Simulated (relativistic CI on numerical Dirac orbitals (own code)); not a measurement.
# Sensitivity of the levels of Pm XXXV to α and to the nuclear radius

These numbers are calculated, not measured: Dirac-Coulomb-Breit CI, KLI orbitals optimised for each configuration, derivatives by finite differences, unscaled Slater integrals, QED left out (own radial code, finite nucleus).

Configurations in the expansion (outside the closed core [Ne]): 3s2 3p6 3d9, 3s2 3p5 3d10, 3s 3p6 3d10, 3s2 3p6 3d8 4s, 3s2 3p6 3d8 4p, 3s2 3p6 3d8 4d, 3s2 3p4 3d10 4s, 3s2 3p4 3d10 4p. Levels of other configurations are missing.

With x = (α/α₀)² − 1 an excitation energy changes as ω = ω₀ + qx; K = 2q/ω₀ is the relative enhancement. Terms are leading LS components, so labels can repeat. The field-shift factor is F = δν/δ⟨r²⟩ for the transition from the lowest level.

Lowest level 3s2 3p6 3d9 2D_5/2.

| Level | ω₀ (cm⁻¹) | q (cm⁻¹) | K | F (GHz/fm²) |
| --- | --- | --- | --- | --- |
| 3s2 3p6 3d9 2D_3/2 | 204921 | 205500 | 2.01 | 2.79 |
| 3s2 3p5 3d10 2P°_3/2 | 2565967 | 270600 | 0.211 | 12.2 |
| 3s2 3p5 3d10 2P°_1/2 | 3525272 | 1.365e+06 | 0.774 | -49.1 |
| 3s 3p6 3d10 2S_1/2 | 4944973 | 1.533e+06 | 0.62 | -1720 |
| 3s2 3p6 3d8 4s 4F_9/2 | 7420198 | -605300 | -0.163 | 607 |
| 3s2 3p6 3d8 4s 2F_7/2 | 7438839 | -603800 | -0.162 | 606 |
| 3s2 3p6 3d8 4s 2D_5/2 | 7482457 | -606300 | -0.162 | 607 |
| 3s2 3p6 3d8 4s 2D_3/2 | 7489690 | -602600 | -0.161 | 606 |
| 3s2 3p6 3d8 4s 4P_1/2 | 7593183 | -581800 | -0.153 | 607 |
| 3s2 3p6 3d8 4s 4F_7/2 | 7620908 | -401600 | -0.105 | 609 |
| 3s2 3p6 3d8 4s 4F_5/2 | 7624549 | -399600 | -0.105 | 609 |
| 3s2 3p6 3d8 4s 4P_5/2 | 7677616 | -396500 | -0.103 | 609 |
| 3s2 3p6 3d8 4s 4F_3/2 | 7680955 | -394300 | -0.103 | 610 |
| 3s2 3p6 3d8 4s 4P_3/2 | 7708938 | -395600 | -0.103 | 610 |
| 3s2 3p6 3d8 4s 2G_9/2 | 7720108 | -409200 | -0.106 | 610 |
| 3s2 3p6 3d8 4s 2P_1/2 | 7721555 | -396400 | -0.103 | 609 |
| 3s2 3p6 3d8 4s 2G_7/2 | 7722631 | -407000 | -0.105 | 609 |
| 3s2 3p6 3d8 4s 4F_3/2 | 7858989 | -200500 | -0.051 | 612 |
| 3s2 3p6 3d8 4s 2D_5/2 | 7864090 | -195800 | -0.0498 | 612 |
| 3s2 3p6 3d8 4p 4D°_7/2 | 7967488 | -544400 | -0.137 | 65.5 |
| 3s2 3p6 3d8 4p 2G°_9/2 | 7976803 | -546500 | -0.137 | 65.6 |
| 3s2 3p6 3d8 4s 2S_1/2 | 8017153 | -205500 | -0.0513 | 612 |
| 3s2 3p6 3d8 4p 2D°_3/2 | 8026525 | -545300 | -0.136 | 65.7 |

At this charge energies of transitions that change n are usually good to better than 1 %, and those within a shell (Δn = 0) to a few per cent.
